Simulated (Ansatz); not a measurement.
# Molecular dynamics of H12C11S10O6

The input (input.yaml):

```yaml
accuracy: low
crystal:
  lattice:
    - [8.848493, 0.0, 0.0]
    - [0.0, 8.848493, 0.0]
    - [0.0, 0.0, 8.848493]
  atoms:
    - { symbol: S, position: [0.89386874, 0.49746515, 1.09383242] }
    - { symbol: C, position: [0.88324057, 0.45313882, 0.92001113] }
    - { symbol: S, position: [0.92468053, 0.42111156, 0.75434708] }
    - { symbol: S, position: [0.54339276, 0.68053658, 0.8377971] }
    - { symbol: C, position: [0.42113477, 0.58470367, 0.75451095] }
    - { symbol: S, position: [0.31053179, 0.47580574, 0.67523829] }
    - { symbol: S, position: [0.46543756, 0.3551094, 0.23641795] }
    - { symbol: C, position: [0.51351571, 0.25431711, 0.09793086] }
    - { symbol: S, position: [0.58187354, 0.18169013, -0.04547174] }
    - { symbol: S, position: [0.03953506, 0.75738224, 0.46036212] }
    - { symbol: C, position: [-0.03345943, 0.86379427, 0.33068354] }
    - { symbol: S, position: [-0.10881549, 0.96033364, 0.20281286] }
    - { symbol: S, position: [0.67196338, -0.01243211, 0.61546219] }
    - { symbol: C, position: [0.59245019, -0.04865933, 0.46583937] }
    - { symbol: S, position: [0.52281564, -0.07502457, 0.31212916] }
    - { symbol: O, position: [0.26687946, 0.71126164, 0.08139085] }
    - { symbol: C, position: [0.29027652, 0.64636655, 0.19333131] }
    - { symbol: H, position: [0.38365434, 0.67984065, 0.2809645] }
    - { symbol: H, position: [0.22955782, 0.54917859, 0.23993352] }
    - { symbol: O, position: [-0.02478131, 0.91926235, 0.87288001] }
    - { symbol: C, position: [0.006045, 0.789464, 0.84172146] }
    - { symbol: H, position: [0.10937832, 0.73382773, 0.84882956] }
    - { symbol: H, position: [-0.08204366, 0.71985658, 0.7860241] }
    - { symbol: O, position: [0.97777701, 0.25937057, 0.50365444] }
    - { symbol: C, position: [0.89700551, 0.25636826, 0.39561643] }
    - { symbol: H, position: [0.94378547, 0.3012625, 0.288188] }
    - { symbol: H, position: [0.77895324, 0.20897553, 0.39552718] }
    - { symbol: O, position: [0.3072871, -0.06155258, 0.62744668] }
    - { symbol: C, position: [0.24061956, 0.04721976, 0.58010555] }
    - { symbol: H, position: [0.13848367, 0.09655048, 0.63549021] }
    - { symbol: H, position: [0.26601293, 0.10328598, 0.47608868] }
    - { symbol: O, position: [0.10611456, 0.2012666, 0.09545955] }
    - { symbol: C, position: [0.18348658, 0.20762248, -0.01603209] }
    - { symbol: H, position: [0.22874132, 0.31425858, -0.05800647] }
    - { symbol: H, position: [0.20912998, 0.09820156, -0.08411038] }
    - { symbol: O, position: [0.64506513, 0.55217949, 0.50466934] }
    - { symbol: C, position: [0.73488441, 0.58295159, 0.40443061] }
    - { symbol: H, position: [0.71044742, 0.66881137, 0.31633843] }
    - { symbol: H, position: [0.84693188, 0.5263266, 0.39871337] }
basis:
  ecutwfc: 420.0
kpoints:
  mp_grid: { grid: [1, 1, 1] }
hamiltonian:
  xc: pbe
scf:
  occupations: { method: fermi_dirac, width: 0.02 }
  lower_state_search: "off"
md:
  timestep: 0.5
  n_steps: 400
  ensemble: nve
  temperature: 300.0
  initial_velocities: maxwell_boltzmann
  seed: 459005
```

Command:

```bash
$ ansatz run input.yaml --threads 1 --pin off --max-ram 3072MiB --backend cpu --events-out ev --progress --plain --runs-dir out
```

It goes on from the last frame of an earlier run, with new velocities.

Output, in part (step lines):

```
md step     0: t =     0.00 fs  T =   300.0 K  F+E_penalty+E_count = -15362.79634131 eV  E_kin = 1.473564 eV  conserved = -15361.32277732 eV  (11 SCF iters)
md step     1: t =     0.50 fs  T =   289.1 K  F+E_penalty+E_count = -15362.74177404 eV  E_kin = 1.420081 eV  conserved = -15361.32169292 eV  (9 SCF iters)
md step     2: t =     1.00 fs  T =   283.6 K  F+E_penalty+E_count = -15362.71439929 eV  E_kin = 1.393118 eV  conserved = -15361.32128155 eV  (8 SCF iters)
md step     3: t =     1.50 fs  T =   284.8 K  F+E_penalty+E_count = -15362.72067070 eV  E_kin = 1.398942 eV  conserved = -15361.32172886 eV  (9 SCF iters)
md step     4: t =     2.00 fs  T =   291.4 K  F+E_penalty+E_count = -15362.75383654 eV  E_kin = 1.431124 eV  conserved = -15361.32271282 eV  (8 SCF iters)
md step     5: t =     2.50 fs  T =   300.3 K  F+E_penalty+E_count = -15362.79856661 eV  E_kin = 1.474862 eV  conserved = -15361.32370466 eV  (5 SCF iters)
md step     6: t =     3.00 fs  T =   308.3 K  F+E_penalty+E_count = -15362.83881396 eV  E_kin = 1.514467 eV  conserved = -15361.32434723 eV  (4 SCF iters)
md step     7: t =     3.50 fs  T =   313.3 K  F+E_penalty+E_count = -15362.86350580 eV  E_kin = 1.538954 eV  conserved = -15361.32455193 eV  (4 SCF iters)
[... lines left out ...]
```

The steps, from the saved trajectory:

```tsv
time (fs)	T (K)	potential energy less start (eV)	conserved less start (meV/atom)
0.0	300	0.000	0.00
6.5	295	0.028	0.02
13.0	313	-0.064	0.02
19.5	279	0.104	0.02
26.0	298	0.010	-0.01
32.5	293	0.033	-0.01
39.0	276	0.119	-0.03
45.5	269	0.150	-0.04
52.0	260	0.195	-0.01
58.5	268	0.159	-0.01
65.0	301	-0.005	-0.01
71.5	264	0.176	0.03
78.0	292	0.040	0.03
84.5	316	-0.077	0.01
91.0	291	0.045	0.02
97.5	295	0.023	-0.01
104.0	342	-0.209	-0.04
110.5	339	-0.191	-0.04
117.0	338	-0.188	-0.02
123.5	349	-0.240	-0.01
130.0	329	-0.143	0.02
136.5	348	-0.233	0.03
143.0	326	-0.128	0.03
149.5	348	-0.236	0.00
156.0	313	-0.065	0.00
162.5	384	-0.413	-0.05
169.0	290	0.050	-0.02
175.5	322	-0.108	-0.02
182.0	316	-0.080	0.00
188.5	310	-0.046	0.02
195.0	335	-0.170	0.00
```

All steps were run. The conserved energy stayed within 0.063 meV per atom of its start (net change 0.01 meV per atom), so the integration is sound. A run of 0.2 ps of so small a system gives no equilibrium averages. Limits of this set-up: coarse k mesh, low accuracy level.

Mean squared displacements from the first frame to the last, about the centre of mass: S 0.26 Å², C 0.26 Å², O 0.87 Å², H 1.22 Å².

Last frame:

```xyz
39
Lattice="8.8485 0.0000 0.0000 0.0000 8.8485 0.0000 0.0000 0.0000 8.8485" Properties=species:S:1:pos:R:3
S 7.665 4.767 9.624
C 7.767 3.977 8.255
S 7.610 3.172 6.990
S 4.711 5.643 7.362
C 3.544 4.889 6.659
S 2.384 4.303 5.831
S 4.239 2.945 1.739
C 4.653 2.068 0.503
S 5.152 1.001 -0.469
S 0.562 6.952 4.027
C -0.267 7.537 2.758
S -1.127 8.110 1.567
S 6.449 -0.067 5.344
C 5.401 -0.232 4.203
S 4.487 -0.325 2.970
O 2.573 6.901 1.286
C 2.710 5.973 2.058
H 3.521 6.029 2.877
H 2.076 5.104 2.117
O -0.176 7.596 6.932
C 0.624 7.268 7.734
H 0.499 6.541 8.528
H 1.607 7.641 7.473
O 8.813 2.619 4.033
C 8.089 2.342 3.139
H 8.556 2.031 2.128
H 6.992 2.416 3.217
O 3.031 0.306 6.695
C 2.581 1.101 5.882
H 1.520 1.364 5.903
H 3.210 1.461 5.047
O 1.441 2.055 1.011
C 1.491 1.863 -0.194
H 2.080 2.518 -0.891
H 1.094 0.954 -0.588
O 5.187 4.472 3.899
C 6.109 5.264 3.929
H 6.023 6.229 3.440
H 7.112 5.182 4.425
```

The run took 9.4 min on 1 thread of AMD EPYC 9R45 96-Core Processor (Zen 5) (shared host), peak memory 0.65 GiB.
